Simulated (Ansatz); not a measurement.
Frontier orbitals of `C[O][Mo]([NH2])(=[O])=[O]`.

Cartesian coordinates in Å:
```
C 1.148 1.018 1.302
O 0.872 -0.221 0.697
Mo -0.667 -0.903 -0.095
N -0.724 -0.437 -1.965
O -2.007 -0.210 0.652
O -0.653 -2.578 0.048
H 1.490 1.736 0.550
H 1.941 0.877 2.040
H 0.262 1.422 1.802
H -1.239 0.351 -2.327
H -0.422 -1.055 -2.703
```

The species carries charge 0 and has multiplicity 1. Correlated methods include outer-core shells of Mo, which these sets cover unevenly. Mo: def2 effective core potential. Geometry: relaxed with PBE0-D4/def2-TZVP. It is one conformer, not always the lowest. Basis def2-TZVPP, Ansatz.

| functional | HOMO (eV) | LUMO (eV) | gap (eV) |
| --- | --- | --- | --- |
| LDA (SPW92) | -7.00 | -2.84 | 4.16 |
| PBE | -6.79 | -2.61 | 4.18 |
| revPBE | -6.71 | -2.53 | 4.18 |
| r2SCAN | -7.12 | -2.56 | 4.56 |
| PBE0 | -8.23 | -1.82 | 6.41 |
| B3LYP | -8.00 | -2.06 | 5.94 |
| HSE06 (plane-wave form) | -7.83 | -2.20 | 5.63 |
| BHLYP | -9.60 | -0.89 | 8.71 |
| ωB97M-V | -10.52 | 0.36 | 10.88 |

Against PBE, PBE0 changes HOMO and LUMO by −1.44 and +0.80 eV, ωB97M-V by −3.73 and +2.98 eV. A gap of 4.17 eV thus becomes 10.88 eV for the same molecule, so an orbital gap means little without its functional. A positive LUMO is unbound and depends on the basis.

B3LYP here is the variant with VWN-RPA as its local correlation; programs differ in this.
